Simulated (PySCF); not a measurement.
GaI₂, multiplicity 2. Atoms are numbered in the order given.

```xyz
3

Ga     0.0000     0.0000     0.9721
I      0.0000    -2.2442    -0.2843
I      0.0000     2.2442    -0.2843
```
Charge 0, spin multiplicity 2.

Geometry: B3LYP-D3(BJ)/def2-SVP. The spin state was assumed, not searched. The isomer is the one that the SMILES or the coordinates give; other isomers of the formula were not compared. The def2 effective core potentials stand for the cores of I; spin–orbit coupling is left out.

All values below come from ωB97X/def2-TZVPD (PySCF).

Isolated molecule, no solvent.

Computed frontier levels, dipole moment and polarisability:
```json
{
  "α spin, highest occupied and lowest empty level": "-8.50 and -0.39 eV",
  "β spin, highest occupied and lowest empty level": "-9.85 and -2.74 eV",
  "dipole_moment": "1.30 D",
  "quadrupole, principal values (traceless, Buckingham form, about the centre of nuclear charge)": "-4.29, 1.38, 2.92 D·Å",
  "mean_static_polarisability": "116.3 bohr³ (17.24 Å³)",
  "polarisability_principal_values": "82.0, 97.4, 169.6 bohr³",
  "⟨S²⟩": "0.761 (pure state 0.75)"
}
```
